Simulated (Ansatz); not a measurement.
CH2GeO2, SMILES `O=[CH][Ge][OH]` (lower singlet; O–C–Ge–O torsion 0°, C–Ge–O–H torsion 0°) (charge 0, multiplicity 1). This singlet lies 1.46 eV below the relaxed triplet at the level frozen-core CCSD(T)/cc-pVTZ // B3LYP-D3(BJ)/def2-TZVP (Ansatz, a program for electronic structure).

Z-matrix (Å, degrees):
```
C
O 1 1.2105
H 1 1.1157 2 118.42
Ge 1 2.1463 3 124.24 2 -179.99
O 4 1.7769 1 89.35 3 179.98
H 5 0.9776 4 109.90 1 0.00
```
Charge 0, spin multiplicity 1.

Problem. Give the natural occupations of the active orbitals, the CASSCF energy and the corrected energy for frozen-core fic-MRCISD+Q@CASSCF(6e,6o)/cc-pVTZ // B3LYP-D3(BJ)/def2-TZVP (Ansatz).

Solution. 
| Quantity | Value |
|---|---|
| natural occupations | 1.98, 1.98, 1.95, 0.05, 0.02, 0.02 |
| CASSCF energy | -2264.3250 Ha |
| corrected energy | -2265.0319 Ha |
| weight of the reference | 0.872 |
